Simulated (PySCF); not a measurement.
```xyz
3
charge 0 multiplicity 1, angstrom
Y    -0.0584    0.0000   -0.2980
O    -1.6001    0.0000    0.6481
F     1.6232    0.0000    0.8353
```

Method: PBE0/[Y def2-TZVP with ECP28, O def2-TZVP, F def2-TZVP], scalar-relativistic core potentials, density fitting, no spin–orbit coupling, PySCF.

This geometry of YOF is a stationary point at this level.

**Question.** What is the point group?

**Answer.** Cs.

**Question.** Is it a minimum?

**Answer.** Yes: all harmonic wavenumbers are real.

**Question.** List the harmonic modes with their infrared intensities.

**Answer.** 
```json
{"symmetry": "a'", "ω (cm⁻¹)": "181", "IR (km/mol)": "29.3"}
{"symmetry": "a'", "ω (cm⁻¹)": "547", "IR (km/mol)": "161"}
{"symmetry": "a'", "ω (cm⁻¹)": "861", "IR (km/mol)": "217"}
```

**Question.** What are the dipole moment and the gap between the highest occupied and lowest empty levels?

**Answer.** 7.71 D and 4.33 eV.

**Question.** Give the ideal-gas entropy at 298.15 K and 1 bar by parts.

**Answer.** translation 169.0, rotation 100.8, vibration 12.7, spin 0.0; total 282.4 J/(mol K).

Stability towards spin polarisation was not tested. Other isomers or separated fragments may lie lower.
